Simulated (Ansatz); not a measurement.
`C#[C][Sn]([C]#C)([C]#C)[C]#C`, relaxed with RKS PBE0-D4/def2-TZVP in Ansatz 0.2.0 from a PBE-D4/def2-SVP geometry. The force threshold is 0.005 eV/Å; the program also tests the step.

Total charge 0; spin multiplicity 1. Sn takes the def2 core potential.

Start:

```xyz
13

C     0.244    2.224    2.453
C     0.154    1.400    1.548
Sn    0.001    0.001    0.004
C     0.839   -1.812    0.616
C     1.330   -2.880    0.972
C     1.020    0.707   -1.677
C     1.618    1.122   -2.666
C    -2.011   -0.293   -0.476
C    -3.192   -0.467   -0.761
H     0.323    2.951    3.252
H     1.762   -3.822    1.287
H     2.145    1.488   -3.538
H    -4.234   -0.620   -1.013
```

Task: How much energy does the relaxation release, and in how many steps? (Best estimate.)

Result: Computed: 3.38 kcal/mol, in 3 steps.

Task: Which bonds change most? (Estimate.)

Result: Ansatz gave: C2–Sn3 from 2.089 to 2.066 Å; Sn3–C4 from 2.089 to 2.066 Å; Sn3–C8 from 2.089 to 2.066 Å; Sn3–C6 from 2.089 to 2.066 Å.

Task: Give the relaxed structure. (Best estimate.)

Result: Computed: 
```xyz
13

C     0.239    2.190    2.419
C     0.151    1.382    1.529
Sn    0.000    0.000    0.001
C     0.830   -1.791    0.608
C     1.313   -2.838    0.960
C     1.009    0.698   -1.661
C     1.597    1.106   -2.630
C    -1.989   -0.289   -0.472
C    -3.149   -0.458   -0.750
H     0.318    2.904    3.207
H     1.740   -3.763    1.272
H     2.117    1.466   -3.488
H    -4.176   -0.608   -0.995
```
